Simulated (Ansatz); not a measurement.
Relaxation of the cluster Hf7 with RKS PBE-D4/def2-SVP.

```sh
$ ansatz run in.yaml --threads 4 --pin off --events-out ev --progress --plain --max-ram 4787MiB
```

```yaml
crystal:
  periodic: [false, false, false]
  atoms:
    - {symbol: Hf, position_ang: [-0.563890, -2.427910, 0.031220]}
    - {symbol: Hf, position_ang: [1.576900, -1.023700, -1.639850]}
    - {symbol: Hf, position_ang: [-0.957160, 1.792020, 1.216110]}
    - {symbol: Hf, position_ang: [-0.113060, 1.475900, -1.868780]}
    - {symbol: Hf, position_ang: [2.103220, 0.974080, 0.567090]}
    - {symbol: Hf, position_ang: [0.348720, -0.696270, 2.367230]}
    - {symbol: Hf, position_ang: [-2.394730, -0.094120, -0.673030]}
basis:
  gaussian: {orbitals: def2-SVP}
hamiltonian: {xc: pbe, dispersion: d4}
scf: {lower_state_search: "off"}
output: {orbitals: {seedname: orbitals}}
relax: {f_tol: 0.02, max_steps: 100}
```

Hardware: 4 threads of Intel Xeon on a shared host. Wall time 8.6 min.

Positions (Å) and forces (eV/Å) at steps 1, 2, 3, 4, 5, 6, 7, 8, 9, 10, 11, 12, 13, 16, 18 of 18:

```xyz
7
step=1 energy=-9139.1262 eV
Hf   -0.564   -2.428    0.031    0.623    2.082   -0.059
Hf    1.577   -1.024   -1.640   -0.962    0.562    0.893
Hf   -0.957    1.792    1.216    1.138   -1.230   -1.314
Hf   -0.113    1.476   -1.869    0.255   -0.789    1.946
Hf    2.103    0.974    0.567   -2.687   -1.037   -0.741
Hf    0.349   -0.696    2.367   -0.215    0.523   -1.251
Hf   -2.395   -0.094   -0.673    1.847   -0.111    0.525
7
step=2 energy=-9140.5660 eV
Hf   -0.515   -2.291    0.030    0.550    1.086    0.040
Hf    1.515   -0.996   -1.594   -0.468   -0.056    0.091
Hf   -0.887    1.724    1.136    0.588   -0.350   -0.550
Hf   -0.093    1.435   -1.749    0.329   -0.134    0.950
Hf    1.928    0.906    0.517   -1.384   -0.300   -0.530
Hf    0.327   -0.669    2.298   -0.388   -0.017   -0.286
Hf   -2.274   -0.108   -0.638    0.773   -0.229    0.284
7
step=3 energy=-9141.0928 eV
Hf   -0.407   -2.179    0.048    0.566    0.609    0.133
Hf    1.469   -1.023   -1.662   -0.122   -0.293   -0.384
Hf   -0.836    1.720    1.100   -0.093   -0.002    0.117
Hf   -0.044    1.447   -1.660    0.075   -0.040   -0.060
Hf    1.757    0.843    0.448   -0.242   -0.132   -0.124
Hf    0.238   -0.669    2.323   -0.393   -0.220    0.199
Hf   -2.177   -0.138   -0.597    0.209    0.078    0.119
7
step=4 energy=-9141.5339 eV
Hf   -0.271   -2.042    0.071    0.799    1.148    0.144
Hf    1.476   -1.058   -1.800   -0.269   -0.089   -0.577
Hf   -0.845    1.720    1.122   -0.010   -0.035    0.100
Hf   -0.030    1.431   -1.666    0.015   -0.056   -0.127
Hf    1.670    0.745    0.421   -0.193   -0.739    0.057
Hf    0.146   -0.674    2.423   -0.541    0.002    0.322
Hf   -2.147   -0.122   -0.571    0.199   -0.232    0.080
7
step=5 energy=-9142.0319 eV
Hf   -0.148   -1.893    0.096    0.851    0.518    0.236
Hf    1.461   -1.069   -1.921   -0.423    0.307   -0.206
Hf   -0.843    1.711    1.132   -0.103    0.130    0.078
Hf   -0.022    1.418   -1.672   -0.116    0.160   -0.228
Hf    1.621    0.633    0.416    0.052   -1.201    0.167
Hf    0.061   -0.667    2.511   -0.442    0.309   -0.088
Hf   -2.130   -0.133   -0.562    0.181   -0.223    0.042
7
step=6 energy=-9142.3738 eV
Hf    0.019   -1.823    0.147   -0.202   -0.912    0.021
Hf    1.380   -1.025   -2.038   -0.308    0.329   -0.123
Hf   -0.845    1.746    1.131    0.117    0.020   -0.202
Hf   -0.028    1.460   -1.690   -0.050    0.035    0.233
Hf    1.604    0.440    0.433    0.711    0.372    0.161
Hf   -0.065   -0.613    2.562   -0.322    0.310   -0.084
Hf   -2.064   -0.184   -0.545    0.054   -0.154   -0.006
7
step=7 energy=-9142.6867 eV
Hf    0.105   -1.948    0.185    0.201   -0.580    0.033
Hf    1.244   -0.979   -2.103   -0.373    0.319   -0.158
Hf   -0.810    1.808    1.096    0.009    0.130   -0.240
Hf   -0.021    1.523   -1.654   -0.077    0.026    0.233
Hf    1.640    0.427    0.448    0.460   -0.071    0.091
Hf   -0.217   -0.566    2.530   -0.475    0.289   -0.133
Hf   -1.942   -0.265   -0.501    0.255   -0.113    0.174
7
step=8 energy=-9143.0765 eV
Hf    0.230   -2.037    0.213    0.471   -0.913    0.068
Hf    1.117   -0.940   -2.174   -0.390    0.215   -0.033
Hf   -0.783    1.888    1.066    0.124    0.385   -0.238
Hf   -0.022    1.564   -1.618    0.095   -0.001    0.271
Hf    1.669    0.380    0.459   -0.202    0.156    0.032
Hf   -0.398   -0.526    2.475   -0.334    0.077   -0.342
Hf   -1.814   -0.329   -0.421    0.236    0.081    0.243
7
step=9 energy=-9143.4242 eV
Hf    0.368   -2.171    0.245    0.199   -0.554    0.298
Hf    0.977   -0.948   -2.209   -0.326    0.184    0.429
Hf   -0.759    1.996    1.057   -0.024    0.163    0.103
Hf    0.013    1.617   -1.589   -0.074    0.305   -0.239
Hf    1.582    0.390    0.450    0.081   -0.121    0.137
Hf   -0.528   -0.536    2.403    0.146    0.033   -0.549
Hf   -1.653   -0.348   -0.358   -0.002   -0.010   -0.178
7
step=10 energy=-9143.6494 eV
Hf    0.448   -2.294    0.322   -0.022   -0.217    0.204
Hf    0.810   -0.920   -2.102    0.027   -0.093    0.027
Hf   -0.767    2.021    1.062   -0.015   -0.128    0.045
Hf    0.041    1.725   -1.617   -0.049    0.353   -0.074
Hf    1.551    0.367    0.449    0.071    0.019    0.000
Hf   -0.522   -0.533    2.324    0.019    0.071   -0.293
Hf   -1.561   -0.366   -0.438   -0.031   -0.005    0.089
7
step=11 energy=-9143.6586 eV
Hf    0.443   -2.334    0.373    0.073   -0.026   -0.236
Hf    0.806   -0.934   -2.077   -0.050    0.155    0.057
Hf   -0.770    2.003    1.075   -0.007    0.063   -0.007
Hf    0.028    1.790   -1.614    0.097   -0.222   -0.151
Hf    1.560    0.365    0.418   -0.002    0.012    0.131
Hf   -0.519   -0.525    2.280   -0.032    0.029    0.095
Hf   -1.548   -0.366   -0.455   -0.079   -0.011    0.109
7
step=12 energy=-9143.6708 eV
Hf    0.450   -2.335    0.346   -0.002    0.004   -0.001
Hf    0.801   -0.917   -2.073   -0.010    0.013    0.022
Hf   -0.768    2.011    1.066   -0.004   -0.008    0.013
Hf    0.038    1.767   -1.629    0.001   -0.024    0.010
Hf    1.560    0.367    0.440   -0.044   -0.011   -0.041
Hf   -0.520   -0.526    2.287   -0.005    0.009    0.005
Hf   -1.562   -0.367   -0.436    0.064    0.017   -0.009
7
step=13 energy=-9143.6712 eV
Hf    0.450   -2.335    0.346    0.003   -0.001    0.001
Hf    0.801   -0.917   -2.072    0.004    0.001   -0.001
Hf   -0.769    2.011    1.068    0.003    0.001    0.003
Hf    0.037    1.767   -1.629    0.003    0.001   -0.002
Hf    1.558    0.366    0.437   -0.008   -0.002    0.000
Hf   -0.521   -0.526    2.287    0.003    0.002    0.000
Hf   -1.557   -0.366   -0.437   -0.008   -0.002    0.000
7
step=16 energy=-9143.6713 eV
Hf    0.443   -2.337    0.344   -0.001    0.000    0.000
Hf    0.821   -0.912   -2.067    0.001    0.000    0.001
Hf   -0.748    2.016    1.074    0.002    0.000    0.001
Hf    0.013    1.761   -1.636   -0.003   -0.001   -0.001
Hf    1.556    0.366    0.437    0.001    0.000    0.001
Hf   -0.529   -0.527    2.285   -0.001   -0.001    0.000
Hf   -1.556   -0.366   -0.437    0.000    0.000   -0.001
7
step=18 energy=-9143.6713 eV
Hf    0.441   -2.338    0.344    0.000   -0.003   -0.002
Hf    0.827   -0.911   -2.065    0.002   -0.003   -0.005
Hf   -0.742    2.017    1.076    0.001    0.004   -0.002
Hf    0.005    1.759   -1.638   -0.001    0.004   -0.003
Hf    1.556    0.365    0.437   -0.006    0.000    0.004
Hf   -0.531   -0.528    2.284    0.000   -0.003    0.001
Hf   -1.556   -0.366   -0.437    0.004    0.000    0.007
```

In the def2 sets Hf takes a core potential; there is no spin–orbit coupling. The restricted singlet is unstable towards broken spin symmetry at other levels; at PBE-D4/def2-SVP this wasn't settled. At PBE-D4/def2-SVP a triplet of charge 0 lies 0.08 eV below the restricted singlet, each at its own geometry. The structure comes from a short search, and lower isomers may exist.
